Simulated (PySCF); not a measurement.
Te(iPr)(SH) (C3H8STe), SMILES CC(C)[Te]S.

Geometry: r2SCAN-D4/def2-SVP. The def2 effective core potentials stand for the cores of Te; spin–orbit coupling is left out. Other conformers were not sampled.

All values below come from r2SCAN/def2-TZVP in PySCF.

Gas-phase values at a fixed geometry.

total energy: -785.42553 hartree
highest occupied level: -5.37 eV
lowest empty level: -2.23 eV
orbital gap: 3.15 eV
dipole moment: 2.16 D
quadrupole, principal values (traceless, Buckingham form, about the centre of nuclear charge): -3.66, 0.17, 3.49 D·Å
mean static polarisability: 97.6 bohr³ (14.47 Å³)
polarisability, principal values: 73.4, 95.6, 123.9 bohr³
